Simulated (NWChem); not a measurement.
System: C3H3N2, doublet; SMILES [c]1ccn[nH]1

Output (shortened):

```
             Northwest Computational Chemistry Package (NWChem) 7.3.0
             --------------------------------------------------------

 CS  symmetry detected

                             Geometry "geometry" -> ""
                             -------------------------

 Output coordinates in angstroms (scale by  1.889725989 to convert to a.u.)

  No.       Tag          Charge          X              Y              Z
 ---- ---------------- ---------- -------------- -------------- --------------
    1 C                    6.0000    -1.18486185     0.12289403     0.00000000
    2 C                    6.0000    -0.31368245     1.20303994     0.00000000
    3 C                    6.0000     0.95550370     0.56193522     0.00000000
    4 N                    7.0000     0.85857868    -0.77982927     0.00000000
    5 N                    7.0000    -0.47616157    -1.02518803     0.00000000
    6 H                    1.0000    -0.55333637     2.27027496     0.00000000
    7 H                    1.0000     1.95160918     1.02412840     0.00000000
    8 H                    1.0000    -0.81694892    -1.98649743     0.00000000

 Effective nuclear repulsion energy (a.u.)     153.3708534549

      Symmetry information
      --------------------

 Group name             Cs
 Group number              2
 Group order               2
 No. of unique centers     8

                                 NWChem DFT Module
                                 -----------------

 Summary of "ao basis" -> "ao basis" (spherical)
 ------------------------------------------------------------------------------
       Tag                 Description            Shells   Functions and Types
 ---------------- ------------------------------  ------  ---------------------
 C                          6-311g**                 8       18   4s3p1d
 N                          6-311g**                 8       18   4s3p1d
 H                          6-311g**                 4        6   3s1p

      Symmetry analysis of basis
      --------------------------

        a'         80
        a"         28

            General Information
            -------------------
          SCF calculation type: DFT
          Wavefunction type:  spin polarized.
          No. of atoms     :     8
          No. of electrons :    35
           Alpha electrons :    18
            Beta electrons :    17
          Charge           :     0
          Spin multiplicity:     2
          Use of symmetry is: on ; symmetry adaption is: on
          Maximum number of iterations: 150
          AO basis - number of functions:   108
                     number of shells:    52
          Convergence on energy requested:  1.00D-06
          Convergence on density requested:  1.00D-05
          Convergence on gradient requested:  5.00D-04

              XC Information
              --------------
                     Hartree-Fock (Exact) Exchange  1.000
                   CAM-Becke88 Exchange Functional  1.000
                      VWN V Correlation Functional  0.190 local
              Lee-Yang-Parr Correlation Functional  0.810

           Range-Separation Parameters
           ---------------------------
           Alpha           :  0.19
           Beta            :  0.46
           Gamma           :  0.33
           Short-Range HF  :     F

             Grid Information
             ----------------
          Grid used for XC integration:  medium
          Radial quadrature: Mura-Knowles
          Angular quadrature: Lebedev.
          Tag              B.-S. Rad. Rad. Pts. Rad. Cut. Ang. Pts.
          ---              ---------- --------- --------- ---------
          C                   0.70       49          10.0       434
          N                   0.65       49          10.0       434
          H                   0.35       45          11.0       434
          Grid pruning is: on
          Number of quadrature shells:   380
          Spatial weights used:  Erf1

      Superposition of Atomic Density Guess
      -------------------------------------

 Sum of atomic energies:        -223.11844629

      Non-variational initial energy
      ------------------------------

 Total energy =    -226.116629
 1-e energy   =    -604.593844
 2-e energy   =     225.106361
 HOMO         =      -0.214548
 LUMO         =       0.040991

   Symmetry analysis of molecular orbitals - initial alpha
   -------------------------------------------------------

  Numbering of irreducible representations:

     1 a'          2 a"

  Orbital symmetries:

     1 a'          2 a'          3 a'          4 a'          5 a'
     6 a'          7 a'          8 a'          9 a'         10 a'
    11 a'         12 a"         13 a'         14 a'         15 a'
    16 a"         17 a"         18 a'         19 a"         20 a"
    21 a'         22 a'         23 a'         24 a'         25 a'
    26 a'         27 a'         28 a'

   Symmetry analysis of molecular orbitals - initial beta
   ------------------------------------------------------

  Numbering of irreducible representations:

     1 a'          2 a"

  Orbital symmetries:

[...]

                         DFT ENERGY GRADIENTS

    atom               coordinates                        gradient
                 x          y          z           x          y          z
   1 C      -2.239064   0.232236   0.000000   -0.019482  -0.003422   0.000000
   2 C      -0.592774   2.273416   0.000000    0.005938   0.007207   0.000000
   3 C       1.805640   1.061904   0.000000    0.000623   0.012332   0.000000
   4 N       1.622478  -1.473664   0.000000    0.003367  -0.019548   0.000000
   5 N      -0.899815  -1.937324   0.000000    0.005349  -0.002423   0.000000
   6 H      -1.045654   4.290198   0.000000   -0.002928   0.012470   0.000000
   7 H       3.688007   1.935322   0.000000    0.011634   0.005326   0.000000
   8 H      -1.543810  -3.753936   0.000000   -0.004502  -0.011941   0.000000
```

Level: CAM-B3LYP/6-311G** (spherical d), spin-unrestricted. In the optimisation the excess spin sits in a' (Cs, its own frame). The geometry was optimised at PBE-D3(BJ)/def2-SVP, spin-unrestricted. No stability test was run on the SCF state.

**Question.** Reconstruct the input file.

**Answer.** One answer among several that fit: the input that was run:
```
start job
memory heap 200 mb stack 900 mb global 1100 mb
geometry units angstroms noautoz
  C     -1.191055     0.016370     0.000000
  C     -0.416298     1.167639     0.000000
  C      0.903460     0.638406     0.000000
  N      0.922639    -0.706718     0.000000
  N     -0.385961    -1.066299     0.000000
  H     -0.747120     2.210223     0.000000
  H      1.855983     1.184802     0.000000
  H     -0.642554    -2.053422     0.000000
end
basis spherical
  * library 6-311g**
end
dft
  odft
  mult 2
  xc xcamb88 1.00 lyp 0.81 vwn_5 0.19 hfexch 1.00
  cam 0.33 cam_alpha 0.19 cam_beta 0.46
  iterations 150
  mulliken
end
task dft gradient
```
